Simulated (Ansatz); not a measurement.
A short molecular-dynamics run on C₂H₆GaNSi (`C#C[SiH](N)[GaH2]`).

```yaml
crystal:
  periodic: [false, false, false]
  atoms:
    - {symbol: C, position_ang: [-2.525135, 0.820972, -0.368818]}
    - {symbol: C, position_ang: [-1.327320, 0.762759, -0.214636]}
    - {symbol: Si, position_ang: [0.477714, 0.539540, 0.078310]}
    - {symbol: N, position_ang: [1.424923, 0.284442, -1.334728]}
    - {symbol: Ga, position_ang: [0.556132, -1.396917, 1.509306]}
    - {symbol: H, position_ang: [-3.579666, 0.886535, -0.510906]}
    - {symbol: H, position_ang: [0.945310, 1.805825, 0.699307]}
    - {symbol: H, position_ang: [1.541467, 1.031258, -2.002316]}
    - {symbol: H, position_ang: [1.381413, -0.607414, -1.801569]}
    - {symbol: H, position_ang: [0.747694, -2.830077, 0.880579]}
    - {symbol: H, position_ang: [0.357478, -1.296912, 3.065479]}
basis:
  gaussian: {orbitals: "6-31G*"}
magnetization: {spin_polarized: true, initial_magnetization: 0}
hamiltonian: {xc: {name: PBE}}
md: {timestep: 1 fs, n_steps: 30, ensemble: nve, temperature: 1000, initial_velocities: maxwell_boltzmann, seed: 925}
```

```sh
$ ansatz run in.yaml --threads 4 --pin off --events-out ev --progress --plain --max-ram 10444MiB
```

```
step  time (fs)  potential energy (eV)  kinetic (eV)  T (K)  conserved (eV)
   0        0.0            -63890.9026        1.1633   1000     -63889.7393
   1        1.0            -63890.8304        1.0973    943     -63889.7331
   2        2.0            -63890.6519        0.9259    796     -63889.7260
   3        3.0            -63890.4698        0.7479    643     -63889.7219
   4        4.0            -63890.3473        0.6259    538     -63889.7214
   5        5.0            -63890.2930        0.5701    490     -63889.7229
   6        6.0            -63890.2862        0.5625    484     -63889.7236
   7        7.0            -63890.3156        0.5926    509     -63889.7230
   8        8.0            -63890.3871        0.6628    570     -63889.7243
   9        9.0            -63890.4799        0.7504    645     -63889.7295
  10       10.0            -63890.5194        0.7836    674     -63889.7358
  11       11.0            -63890.4261        0.6897    593     -63889.7364
  12       12.0            -63890.2185        0.4936    424     -63889.7249
  13       13.0            -63890.0832        0.3705    318     -63889.7127
  14       14.0            -63890.1884        0.4670    401     -63889.7214
  15       15.0            -63890.4146        0.6785    583     -63889.7361
  16       16.0            -63890.5406        0.8033    690     -63889.7374
  17       17.0            -63890.5184        0.7875    677     -63889.7309
  18       18.0            -63890.4240        0.6979    600     -63889.7261
  19       19.0            -63890.3247        0.6006    516     -63889.7242
  20       20.0            -63890.2503        0.5273    453     -63889.7230
  21       21.0            -63890.2185        0.4965    427     -63889.7221
  22       22.0            -63890.2433        0.5212    448     -63889.7221
  23       23.0            -63890.3242        0.6005    516     -63889.7236
  24       24.0            -63890.4363        0.7096    610     -63889.7267
  25       25.0            -63890.5338        0.8034    691     -63889.7305
  26       26.0            -63890.5630        0.8285    712     -63889.7345
  27       27.0            -63890.4760        0.7402    636     -63889.7358
  28       28.0            -63890.2815        0.5547    477     -63889.7268
  29       29.0            -63890.1317        0.4172    359     -63889.7145
  30       30.0            -63890.1971        0.4762    409     -63889.7209
```

Velocities are drawn at the set temperature; a run this short doesn't reach equilibrium.

Frames (Å, forces in eV/Å):

```xyz
11
time=0.0 fs
C    -2.525    0.821   -0.369   -1.677    0.054   -0.217
C    -1.327    0.763   -0.215    1.819   -0.090    0.306
Si    0.478    0.540    0.078   -0.356   -0.051    0.337
N     1.425    0.284   -1.335    0.441   -0.042    0.097
Ga    0.556   -1.397    1.509    0.036    0.132   -0.090
H    -3.580    0.887   -0.511   -0.378    0.037   -0.060
H     0.945    1.806    0.699    0.124    0.213    0.123
H     1.541    1.031   -2.002    0.054    0.421   -0.372
H     1.381   -0.607   -1.802   -0.041   -0.492   -0.250
H     0.748   -2.830    0.881    0.011   -0.185   -0.068
H     0.357   -1.297    3.065   -0.032    0.002    0.193
11
time=2.0 fs
C    -2.536    0.819   -0.353   -3.493    0.111   -0.333
C    -1.346    0.761   -0.222    3.599   -0.139    0.469
Si    0.489    0.534    0.064   -0.407    1.786    1.693
N     1.436    0.296   -1.328    0.647   -1.171   -1.047
Ga    0.554   -1.400    1.510   -0.178    0.816    0.501
H    -3.611    0.868   -0.451    0.218    0.021   -0.025
H     1.015    1.927    0.785   -0.611   -1.519   -0.823
H     1.565    1.034   -2.016   -0.010    0.003   -0.164
H     1.407   -0.653   -1.761    0.073    0.953    0.224
H     0.731   -2.780    0.841    0.074   -0.640   -0.098
H     0.300   -1.176    3.094    0.090   -0.220   -0.396
11
time=4.0 fs
C    -2.557    0.817   -0.339   -2.284    0.013   -0.104
C    -1.354    0.759   -0.227    2.701   -0.065    0.323
Si    0.499    0.531    0.052   -0.627    2.349    2.332
N     1.449    0.304   -1.323    0.874   -0.938   -1.620
Ga    0.552   -1.402    1.511   -0.343    1.206    0.783
H    -3.636    0.850   -0.393    0.215    0.040   -0.067
H     1.063    1.993    0.840   -0.855   -1.984   -1.135
H     1.588    1.038   -2.035   -0.100   -0.468    0.210
H     1.436   -0.666   -1.714    0.125    1.088    0.075
H     0.718   -2.754    0.798    0.089   -0.779   -0.024
H     0.246   -1.064    3.107    0.205   -0.461   -0.773
11
time=6.0 fs
C    -2.585    0.816   -0.325    0.835   -0.153    0.188
C    -1.354    0.756   -0.232    0.195    0.069    0.094
Si    0.509    0.531    0.043   -0.737    2.402    2.517
N     1.465    0.310   -1.323    0.868    0.172   -1.091
Ga    0.550   -1.404    1.512   -0.418    1.173    0.604
H    -3.654    0.834   -0.337   -0.258    0.062   -0.109
H     1.079    1.984    0.853   -0.901   -1.958   -1.170
H     1.607    1.024   -2.047   -0.086   -0.347    0.131
H     1.469   -0.642   -1.665    0.175   -0.232   -0.528
H     0.707   -2.757    0.755    0.057   -0.539    0.209
H     0.200   -0.969    3.092    0.271   -0.649   -0.844
11
time=8.0 fs
C    -2.610    0.814   -0.310    2.969   -0.267    0.325
C    -1.353    0.754   -0.236   -1.870    0.159   -0.010
Si    0.517    0.534    0.037   -0.848    1.955    2.226
N     1.482    0.317   -1.326    0.666    0.482   -0.241
Ga    0.548   -1.405    1.514   -0.413    0.888    0.073
H    -3.681    0.820   -0.286   -0.241    0.065   -0.123
H     1.060    1.902    0.821   -0.769   -1.476   -0.937
H     1.624    0.999   -2.056    0.010    0.226   -0.374
H     1.509   -0.625   -1.635    0.220   -1.159   -0.825
H     0.699   -2.780    0.720    0.010   -0.139    0.498
H     0.164   -0.899    3.045    0.266   -0.733   -0.612
11
time=10.0 fs
C    -2.627    0.811   -0.294    3.086   -0.306    0.359
C    -1.357    0.752   -0.240   -2.557    0.163    0.033
Si    0.525    0.540    0.035   -1.358    0.336    1.097
N     1.502    0.324   -1.330    0.632   -0.891   -0.398
Ga    0.545   -1.405    1.515   -0.335    0.538   -0.659
H    -3.715    0.809   -0.239    0.446    0.066   -0.166
H     1.014    1.765    0.755   -0.194    0.121   -0.043
H     1.640    0.981   -2.078    0.004    0.400   -0.481
H     1.558   -0.646   -1.635    0.125    0.056   -0.356
H     0.691   -2.809    0.703   -0.021    0.191    0.711
H     0.139   -0.857    2.975    0.172   -0.676   -0.096
11
time=12.0 fs
C    -2.634    0.807   -0.278    2.153   -0.286    0.338
C    -1.370    0.751   -0.244   -1.857    0.098    0.144
Si    0.530    0.547    0.034   -2.494   -2.888   -1.127
N     1.523    0.329   -1.335    0.748   -1.405   -1.147
Ga    0.543   -1.406    1.517   -0.193    0.211   -1.433
H    -3.733    0.800   -0.198    0.868    0.074   -0.219
H     0.961    1.637    0.690    1.003    3.264    1.805
H     1.657    0.977   -2.116   -0.147   -0.050    0.164
H     1.610   -0.666   -1.649   -0.049    1.102    0.084
H     0.683   -2.831    0.714   -0.025    0.353    0.782
H     0.119   -0.840    2.902   -0.007   -0.472    0.609
11
time=14.0 fs
C    -2.634    0.802   -0.260    1.037   -0.220    0.257
C    -1.388    0.750   -0.248   -0.092   -0.002    0.229
Si    0.532    0.549    0.031   -2.543   -3.441   -1.811
N     1.547    0.331   -1.343    0.582   -0.562   -1.178
Ga    0.540   -1.406    1.517   -0.066    0.060   -1.918
H    -3.719    0.794   -0.166    0.460    0.078   -0.206
H     0.944    1.628    0.690    1.134    3.664    2.036
H     1.667    0.972   -2.148   -0.236   -0.260    0.622
H     1.661   -0.648   -1.660   -0.097    0.611    0.092
H     0.673   -2.840    0.754    0.001    0.308    0.697
H     0.099   -0.841    2.852   -0.181   -0.237    1.179
11
time=16.0 fs
C    -2.630    0.797   -0.241    0.007   -0.134    0.156
C    -1.406    0.749   -0.251    2.128   -0.105    0.231
Si    0.531    0.547    0.026   -1.265   -0.486   -0.312
N     1.571    0.331   -1.354    0.035    0.707   -0.121
Ga    0.537   -1.406    1.516   -0.104    0.311   -1.703
H    -3.689    0.791   -0.141   -0.500    0.077   -0.123
H     0.967    1.749    0.762   -0.008    0.505    0.099
H     1.670    0.958   -2.159   -0.193    0.135    0.329
H     1.709   -0.610   -1.669    0.040   -0.879   -0.208
H     0.664   -2.837    0.820    0.053    0.037    0.472
H     0.073   -0.852    2.846   -0.193   -0.170    1.179
11
time=18.0 fs
C    -2.627    0.791   -0.222   -1.147   -0.071    0.140
C    -1.418    0.748   -0.253    3.772   -0.178    0.168
Si    0.528    0.544    0.021   -0.493    1.175    0.444
N     1.596    0.332   -1.365   -0.381    0.465    0.855
Ga    0.534   -1.406    1.515   -0.329    0.896   -0.865
H    -3.677    0.791   -0.122   -0.845    0.076   -0.075
H     0.992    1.894    0.841   -0.591   -1.359   -1.017
H     1.664    0.950   -2.158   -0.123    0.660   -0.297
H     1.758   -0.601   -1.685    0.033   -0.998   -0.142
H     0.657   -2.833    0.905    0.118   -0.383    0.181
H     0.040   -0.869    2.884   -0.012   -0.282    0.608
11
time=20.0 fs
C    -2.627    0.784   -0.202   -1.762   -0.055    0.184
C    -1.418    0.746   -0.255    3.693   -0.195    0.122
Si    0.524    0.543    0.016   -0.126    1.612    0.500
N     1.621    0.335   -1.375   -0.390   -0.596    0.637
Ga    0.531   -1.405    1.513   -0.574    1.354    0.011
H    -3.695    0.794   -0.105   -0.143    0.064   -0.112
H     0.995    1.989    0.882   -0.707   -1.956   -1.337
H     1.654    0.965   -2.166   -0.113    0.422   -0.184
H     1.808   -0.626   -1.706   -0.255    0.423    0.296
H     0.654   -2.844    0.996    0.166   -0.684   -0.035
H     0.006   -0.898    2.944    0.210   -0.388   -0.082
11
time=22.0 fs
C    -2.632    0.778   -0.182   -0.595   -0.074    0.105
C    -1.407    0.743   -0.256    1.761   -0.165    0.169
Si    0.521    0.544    0.012    0.157    1.588    0.318
N     1.643    0.336   -1.382   -0.517   -0.387    0.179
Ga    0.527   -1.404    1.511   -0.695    1.273    0.528
H    -3.718    0.799   -0.093    0.491    0.038   -0.133
H     0.971    2.011    0.873   -0.650   -2.043   -1.338
H     1.640    0.995   -2.180   -0.067   -0.312    0.446
H     1.848   -0.637   -1.715   -0.410    1.025    0.385
H     0.658   -2.880    1.086    0.171   -0.562   -0.097
H    -0.020   -0.941    3.002    0.354   -0.382   -0.562
11
time=24.0 fs
C    -2.639    0.771   -0.161    1.733   -0.107   -0.123
C    -1.390    0.740   -0.256   -0.738   -0.141    0.285
Si    0.517    0.547    0.008    0.373    1.159   -0.054
N     1.665    0.337   -1.389   -0.978    0.765    0.647
Ga    0.523   -1.402    1.509   -0.671    0.712    0.706
H    -3.724    0.805   -0.085    0.423    0.022   -0.093
H     0.923    1.956    0.814   -0.448   -1.676   -1.066
H     1.623    1.014   -2.179    0.029   -0.580    0.547
H     1.873   -0.613   -1.712   -0.250    0.186    0.007
H     0.668   -2.937    1.173    0.135   -0.067   -0.096
H    -0.032   -0.998    3.039    0.392   -0.273   -0.761
11
time=26.0 fs
C    -2.641    0.765   -0.141    3.551   -0.127   -0.359
C    -1.375    0.737   -0.256   -2.416   -0.165    0.380
Si    0.514    0.552    0.005    0.260   -0.373   -0.969
N     1.684    0.340   -1.394   -1.420    1.529    1.856
Ga    0.519   -1.399    1.508   -0.537    0.048    0.674
H    -3.715    0.813   -0.081    0.001    0.026   -0.035
H     0.858    1.839    0.715    0.073   -0.168   -0.155
H     1.607    1.013   -2.158    0.066   -0.121   -0.110
H     1.890   -0.583   -1.708    0.006   -1.016   -0.444
H     0.683   -2.996    1.257    0.087    0.464   -0.144
H    -0.030   -1.066    3.048    0.330   -0.097   -0.694
11
time=28.0 fs
C    -2.632    0.757   -0.122    3.516   -0.092   -0.465
C    -1.367    0.733   -0.255   -2.591   -0.239    0.381
Si    0.511    0.556   -0.001   -0.391   -3.674   -2.693
N     1.699    0.346   -1.394   -1.290    0.427    2.319
Ga    0.515   -1.397    1.507   -0.327   -0.443    0.465
H    -3.705    0.822   -0.079   -0.026    0.016    0.001
H     0.798    1.720    0.613    0.994    3.138    1.652
H     1.594    1.008   -2.142    0.027    0.390   -0.760
H     1.905   -0.587   -1.720   -0.144   -0.429   -0.254
H     0.701   -3.038    1.334    0.054    0.791   -0.265
H    -0.015   -1.137    3.030    0.178    0.116   -0.380
11
time=30.0 fs
C    -2.611    0.750   -0.104    1.561    0.015   -0.401
C    -1.368    0.728   -0.252   -1.157   -0.332    0.234
Si    0.507    0.555   -0.009   -0.501   -4.364   -2.861
N     1.710    0.354   -1.388   -1.038   -0.438    1.317
Ga    0.510   -1.395    1.507   -0.073   -0.669    0.098
H    -3.695    0.831   -0.076    0.379   -0.033    0.031
H     0.773    1.716    0.570    1.160    3.841    1.979
H     1.582    1.015   -2.151    0.087    0.014   -0.316
H     1.914   -0.605   -1.740   -0.427    0.781    0.215
H     0.722   -3.050    1.401    0.049    0.851   -0.423
H     0.006   -1.204    2.999   -0.039    0.334    0.127
```

Hardware: 4 threads of an Arm Neoverse V2 on a shared host. Wall time 55 s, peak host memory 0.19 GiB.
